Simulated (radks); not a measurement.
Results of a calculation; reference values are marked as such.
The iridium ion Ir2+ inside a hard spherical wall (all orbitals vanish at R), configuration held at [Xe] 4f14 5d7 and not refilled when levels cross. Level of theory: scalar-relativistic Kohn-Sham, r2SCAN, spin-polarised, spherical densities, finite nucleus; open shells are filled with parallel spins first (spin-orbit coupling, left out, can overturn this in heavy ions); meta-GGA in the generalised Kohn-Sham scheme; Fermi nuclear charge, rms radius 5.4032 fm (a radial shooting solver on a logarithmic mesh with Libxc functionals). Eigenvalues in eV for spin up, with the zero of energy where the potential of the charges vanishes at infinity; a dash marks a level that is unbound or too diffuse for the functional's potential to be trusted. A positive occupied level is held by the wall or, in an anion where self-interaction has pushed it up, behind a barrier. The pressure on the wall is -dE/dV.

R (bohr)  E (hartree)  kinetic (hartree)    e(5s)    e(4f)    e(5p)    e(5d)  e(6s, empty)  e(6p, empty)  pressure (GPa)
free      -17825.1536          19810.011  -118.40  -80.583  -74.845  -25.593       -21.698       -13.676               0
20        -17825.1536          19810.011  -118.40  -80.583  -74.845  -25.593       -21.698       -13.676        < 0.0001
15        -17825.1536          19810.011  -118.40  -80.583  -74.845  -25.593       -21.698       -13.676        < 0.0001
8         -17825.1536          19810.011  -118.40  -80.582  -74.844  -25.592       -21.697       -13.648        0.000776
6         -17825.1527          19810.022  -118.35  -80.535  -74.801  -25.553       -21.609       -13.206           0.133
3.5       -17824.9377          19811.397  -114.97  -76.817  -71.664  -22.309       -14.408        -0.221            88.9
2         -17817.4121          19845.836  -85.028  -40.470  -40.385   19.544        89.066        129.71           12600
1.5       -17789.5970          19953.921  -24.364   21.042   31.462   112.41        312.29        378.36          123000
